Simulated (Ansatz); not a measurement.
`C=C(S)[SiH2][SiH3]` + `CBO` → `CBO[SiH2][SiH3]` + `C=CS`  (ligand exchange at the Si–C bond)

Computed with Ansatz on PBE0-D4/def2-TZVP structures; ΔE is electronic, products minus reactants. CCSD(T)/CBS is the MP2 limit (def2-TZVPP, def2-QZVPP) plus CCSD(T) − MP2 in def2-TZVPP, frozen cores. This one scheme is used for every species. DFT in def2-TZVPP. Each species was taken in one conformer, which may not be the lowest.

CCSD(T)/CBS gives -0.70 eV.

Task: Another level gave -0.74 eV. Which?
A. PBE/def2-TZVPP
B. PBE0/def2-TZVPP
C. r2SCAN/def2-TZVPP
D. B2PLYP/def2-TZVPP

Result: D. B2PLYP -0.74, PBE0 -0.65, PBE -0.60, r2SCAN -0.70 eV.

Largest T1 diagnostic among the species: 0.013.

In def2-TZVPP, CCSD(T) changes the Hartree–Fock value by +0.27 eV (the triples alone add +0.05 eV) and MP2 by +0.31 eV. From PBE to PBE0 (25 % exact exchange), in def2-TZVPP and without D4, ΔE moves by −0.05 eV.
